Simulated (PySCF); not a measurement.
Compound: C₆H₆P₂.
Numbering: `[H]/[P:1]=[P:2]\[c:3]1[cH:4][cH:5][cH:6][cH:7][cH:8]1` (hydrogens: H9 on P1; H10 on C4; H11 on C5; H12 on C6; H13 on C7; H14 on C8)

The same species was optimised twice, with GFN2-xTB and with PBE0-D3(BJ)/def2-SVP (PySCF), and the same property calculations (PySCF, gas phase) were run on both structures.

```
     coordinate  GFN2-xTB  PBE0-D3(BJ)/def2-SVP  change
      C3–C8 (Å)     1.392                 1.405  +0.013
      C3–C4 (Å)     1.392                 1.403  +0.011
      C7–C8 (Å)     1.382                 1.393  +0.011
      C5–C6 (Å)     1.385                 1.396  +0.011
      C4–C5 (Å)     1.382                 1.391  +0.009
      C6–C7 (Å)     1.385                 1.394  +0.009
      P1=P2 (Å)     2.032                 2.034  +0.002
      P2–C3 (Å)     1.828                 1.827  -0.001
   P1–P2–C3 (°)     104.5                 108.9    +4.4
   P2–C3–C4 (°)     122.3                 125.3    +3.0
   P2–C3–C8 (°)     118.3                 115.9    -2.4
   C4–C3–C8 (°)     119.3                 118.7    -0.6
   C3–C8–C7 (°)     120.2                 120.7    +0.5
   C3–C4–C5 (°)     120.2                 120.5    +0.3
   C6–C7–C8 (°)     120.1                 120.0    -0.1
   C4–C5–C6 (°)     120.2                 120.2     0.0
P1–P2–C3–C4 (°)        55                    34     -21
```

Rotational constants: A = 3613, B = 862.6, C = 753.7 MHz (GFN2-xTB) against A = 3782, B = 839.0, C = 706.9 MHz (PBE0-D3(BJ)/def2-SVP). Point groups within 0.08 Å: C1 and C1.

On the GFN2-xTB structure: isotropic polarisability (au) 121.3 [CAM-B3LYP/def2-SVPD]; HOMO (eV) -8.08 [CAM-B3LYP/def2-SVPD]; LUMO (eV) -1.65 [CAM-B3LYP/def2-SVPD]; dipole (D) 2.27 [CAM-B3LYP/def2-SVPD]; HOMO (eV) -7.05 [PBE0/pcSseg-1]; LUMO (eV) -2.84 [PBE0/pcSseg-1]; dipole (D) 2.65 [PBE0/pcSseg-1]; GIAO shielding of P1 (ppm) -231.0 [PBE0/pcSseg-1]; GIAO shielding of P2 (ppm) -334.1 [PBE0/pcSseg-1]; GIAO shielding of C3 (ppm) 19.7 [PBE0/pcSseg-1]; GIAO shielding of C4/C8 (mean) (ppm) 53.2 [PBE0/pcSseg-1]; GIAO shielding of C5/C7 (mean) (ppm) 53.2 [PBE0/pcSseg-1]; GIAO shielding of C6 (ppm) 51.7 [PBE0/pcSseg-1].

Task: What do these properties become on the PBE0-D3(BJ)/def2-SVP structure?

Result: 
| property | level | on GFN2-xTB | on PBE0-D3(BJ)/def2-SVP | change |
| --- | --- | --- | --- | --- |
| isotropic polarisability (au) | CAM-B3LYP/def2-SVPD | 121.3 | 125.1 | +3.8 |
| HOMO (eV) | CAM-B3LYP/def2-SVPD | -8.08 | -8.02 | +0.06 |
| LUMO (eV) | CAM-B3LYP/def2-SVPD | -1.65 | -1.71 | -0.06 |
| dipole (D) | CAM-B3LYP/def2-SVPD | 2.27 | 2.52 | +0.25 |
| energy, GFN2-xTB geometry as zero (kcal/mol) | CAM-B3LYP/def2-SVPD | 0.0 | -1.2 | -1.2 |
| HOMO (eV) | PBE0/pcSseg-1 | -7.05 | -7.03 | +0.02 |
| LUMO (eV) | PBE0/pcSseg-1 | -2.84 | -2.87 | -0.03 |
| dipole (D) | PBE0/pcSseg-1 | 2.65 | 2.95 | +0.30 |
| energy, GFN2-xTB geometry as zero (kcal/mol) | PBE0/pcSseg-1 | 0.0 | -1.1 | -1.1 |
| GIAO shielding of P1 (ppm) | PBE0/pcSseg-1 | -231.0 | -143.8 | +87.2 |
| GIAO shielding of P2 (ppm) | PBE0/pcSseg-1 | -334.1 | -309.3 | +24.8 |
| GIAO shielding of C3 (ppm) | PBE0/pcSseg-1 | 19.7 | 25.2 | +5.5 |
| GIAO shielding of C4/C8 (mean) (ppm) | PBE0/pcSseg-1 | 53.2 | 49.4 | -3.8 |
| GIAO shielding of C5/C7 (mean) (ppm) | PBE0/pcSseg-1 | 53.2 | 50.4 | -2.8 |
| GIAO shielding of C6 (ppm) | PBE0/pcSseg-1 | 51.7 | 47.1 | -4.6 |

The heavy atoms differ by 0.161 Å rms after alignment. Among bonds between heavy atoms C3–C8 changes most (+0.013 Å). Changes are differences of the printed values. Neither structure is proved a minimum here.

Conformer computed: `[H]/[P:1]=[P:2]\[c:3]1[cH:4][cH:5][cH:6][cH:7][cH:8]1`: P1–P2–C3–C4 34°.
